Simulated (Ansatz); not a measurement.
Born–Oppenheimer molecular dynamics of a periodic cell of 17 atoms, W₁₆O (host W, host structure bcc, interstitial O). It goes on from the last frame of an earlier run, with new velocities.

All numbers below come from DFT PBE, scalar-relativistic, plane waves, PAW (Ansatz 0.2.0). Settings: PAW set soft_1, cutoff 420 eV, k mesh 2x2x2, fermi-dirac smearing 0.1 eV, no spin polarisation.

* ensemble: NVT, Langevin thermostat
* time step: 1 fs
* steps asked: 300
* set temperature: 1680 K
* friction: 0.05 /fs
* seed: 414645

First frame:

```xyz
17
Lattice="6.3200 0.0000 0.0000 0.0000 6.3200 0.0000 0.0000 0.0000 6.3200" Properties=species:S:1:pos:R:3
W 0.171 -0.129 -0.061
W 3.233 -0.094 0.048
W 0.122 3.278 -0.003
W 0.139 -0.078 3.194
W 1.566 1.508 1.489
W 3.222 3.149 0.134
W 2.969 -0.268 3.072
W 4.863 1.476 1.522
W -0.082 3.097 3.140
W 1.588 4.484 1.611
W 1.438 1.533 4.761
W 3.109 3.141 3.292
W 4.819 4.609 1.641
W 4.964 1.608 4.996
W 1.644 4.636 4.794
W 4.812 4.730 4.874
O 4.027 1.338 3.232
```

Question: What does the run give?

Answer: The run went to its last step.

```json
{
  "steps done": "300",
  "time covered": "300 fs",
  "mean temperature over the second half": "1469 K",
  "spread of the potential energy over the second half": "22.1 meV per atom",
  "mean potential energy of the second half above the start": "81.0 meV per atom"
}
```

The mean temperature of the second half is 13 % below the set value. A run of 0.3 ps of so small a system gives no equilibrium averages. Limits of this set-up: coarse k mesh, a small cell, in which the defect meets its images.

Question: What happens to the structure?

Answer: Mean squared displacements from the first frame to the last, about the centre of mass: W 0.04 Å², O 1.37 Å². The details hang on the random start.

Question: How do temperature and energy run in time?

Answer: 
| time (fs) | T (K) | potential energy less start (eV) |
| --- | --- | --- |
| 0 | 1581 | 0.000 |
| 10 | 1666 | -0.076 |
| 20 | 1790 | 0.131 |
| 30 | 1844 | 0.716 |
| 40 | 1183 | 1.304 |
| 50 | 1200 | 1.921 |
| 60 | 1995 | 1.769 |
| 70 | 1726 | 2.119 |
| 80 | 2067 | 2.097 |
| 90 | 1487 | 1.930 |
| 100 | 2551 | 1.399 |
| 110 | 1426 | 1.258 |
| 120 | 2067 | 0.485 |
| 130 | 2195 | 0.232 |
| 140 | 2635 | 0.455 |
| 150 | 1291 | 1.084 |
| 160 | 1248 | 1.016 |
| 170 | 1362 | 0.742 |
| 180 | 1430 | 0.826 |
| 190 | 2317 | 1.028 |
| 200 | 1132 | 1.574 |
| 210 | 1190 | 1.750 |
| 220 | 1198 | 1.795 |
| 230 | 1627 | 1.743 |
| 240 | 1570 | 1.559 |
| 250 | 1294 | 1.185 |
| 260 | 1298 | 1.033 |
| 270 | 1391 | 1.446 |
| 280 | 1667 | 1.509 |
| 290 | 1660 | 1.882 |
| 300 | 1581 | 2.069 |

The run took 38 min on 2 threads of Arm Neoverse V1, on a shared host, peak memory 0.91 GiB.
